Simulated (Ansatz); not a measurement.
`CCOCCCl` + `N[SiH2][SiH3]` → `CN[SiH2][SiH3]` + `COCCCl`  (substitution at a C–C bond)

Isolated molecules relaxed with PBE0-D4/def2-TZVP in Ansatz; ΔE leaves out vibrations. CCSD(T)/CBS is the MP2 limit (def2-TZVPP, def2-QZVPP) plus CCSD(T) − MP2 in def2-TZVPP, frozen cores. This one scheme is used for every species. DFT in def2-TZVPP. B3LYP here is the variant with VWN-RPA as its local correlation; programs differ in this. One conformer a species, not always the lowest.

```
             level  ΔE (kcal/mol)  difference from CCSD(T)/CBS
            PBE-D4           11.6                         -1.5
         r2SCAN-D4           12.8                         -0.3
          B3LYP-D4           11.6                         -1.5
            r2SCAN           12.8                         -0.3
              PBE0           12.5                         -0.6
             B3LYP           12.1                         -1.0
CCSD(T)/def2-TZVPP           12.8                         -0.3
     HF/def2-QZVPP           12.5                         -0.6
      HF/CBS(def2)           12.5                         -0.6
     MP2/CBS(def2)           13.7                          0.6
       CCSD(T)/CBS           13.1                            0
```

Largest T1 diagnostic among the species: 0.012.
